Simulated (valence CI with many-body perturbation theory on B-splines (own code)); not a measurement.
Xe XLVIII: what each term of the Hamiltonian does

Calculated by relativistic CI+MBPT: five valence electrons over a frozen Dirac-Fock core [He], radial functions for each j: 9 s, 9 p, 8 d, 6 f, 3 g, 1 h, with the one-electron correlation potential Σ1 (screened to all orders), the two-electron term Σ2, the three-electron term Σ3, Breit, model QED; selected single and double excitations, second order for the rest (own B-spline code, finite nucleus).

No measured spectrum was set against this ion. As an estimate, large intervals hold to a few tenths of a per cent, small ones and those within an open d or f shell to about a per cent. Among the levels kept, up to 1800 cm⁻¹ of a level comes from second order outside the variational space, and about a tenth of that is noise between levels of different J, which matters for small intervals.

Each rung adds one term. CI alone is the Dirac-Coulomb CI over the frozen core; QED comes last and gives the full result, which names the levels. Energies are above (2s^2 2p1/2^2 2p3/2) J=3/2 on the same rung, in × 10³ cm⁻¹.

Levels are named by their leading jj configuration (3d3/2^4 stands for four electrons in 3d with j = 3/2), which in mixed levels can hold well under half, so a name can repeat and another be missing. Letters in brackets count levels of one name in rising energy.

```tsv
Level	CI alone
(2s^2 2p1/2 2p3/2^2) J=3/2	2634.8
(2s^2 2p1/2 2p3/2^2) J=5/2	2826.2
(2s^2 2p1/2 2p3/2^2) J=1/2	3041.0
(2s 2p1/2^2 2p3/2^2) J=5/2	4418.5
(2s 2p1/2^2 2p3/2^2) J=1/2	4944.1
(2s 2p1/2^2 2p3/2^2) J=3/2	4978.0
(2s^2 2p3/2^3) J=3/2	5697.3
(2s 2p1/2 2p3/2^3) J=3/2 [a]	7200.9
(2s 2p1/2 2p3/2^3) J=5/2	7492.3
(2s 2p1/2 2p3/2^3) J=1/2	7760.7
(2s 2p1/2 2p3/2^3) J=3/2 [b]	7868.6
(2p1/2^2 2p3/2^3) J=3/2	9809.5
(2s 2p3/2^4) J=1/2	10534
(2p1/2 2p3/2^4) J=1/2	12615
(2s^2 2p1/2^2 3s) J=1/2	36913
(2s^2 2p1/2^2 3p1/2) J=1/2	37445
```

(1) What do these energies become with core correlation, Breit and QED?

(2) How does the ionisation energy move along the ladder, and which term matters most?

Answers

(1) (2s^2 2p1/2 2p3/2^2) J=3/2 2599.2 (-35.58); (2s^2 2p1/2 2p3/2^2) J=5/2 2760.6 (-65.56); (2s^2 2p1/2 2p3/2^2) J=1/2 3012.5 (-28.46); (2s 2p1/2^2 2p3/2^2) J=5/2 4357.6 (-60.88); (2s 2p1/2^2 2p3/2^2) J=1/2 4911.4 (-32.63); (2s 2p1/2^2 2p3/2^2) J=3/2 4924.0 (-54.01); (2s^2 2p3/2^3) J=3/2 5621.2 (-76.07); (2s 2p1/2 2p3/2^3) J=3/2 [a] 7120.3 (-80.59); (2s 2p1/2 2p3/2^3) J=5/2 7382.1 (-110.21); (2s 2p1/2 2p3/2^3) J=1/2 7678.4 (-82.38); (2s 2p1/2 2p3/2^3) J=3/2 [b] 7768.6 (-100.04); (2p1/2^2 2p3/2^3) J=3/2 9712.8 (-96.68); (2s 2p3/2^4) J=1/2 10418 (-116.27); (2p1/2 2p3/2^4) J=1/2 12480 (-134.64); (2s^2 2p1/2^2 3s) J=1/2 36895 (-18.42); (2s^2 2p1/2^2 3p1/2) J=1/2 37427 (-18.22).

(2) CI alone 8387.4, + Σ1 8387.7, + Σ2 8387.8, + Σ3 8387.7, + Breit 8382.2, + QED 8381.8 eV. The largest step is Breit, -5.5 eV. NIST lists 8382 ± 4 eV (theoretical).
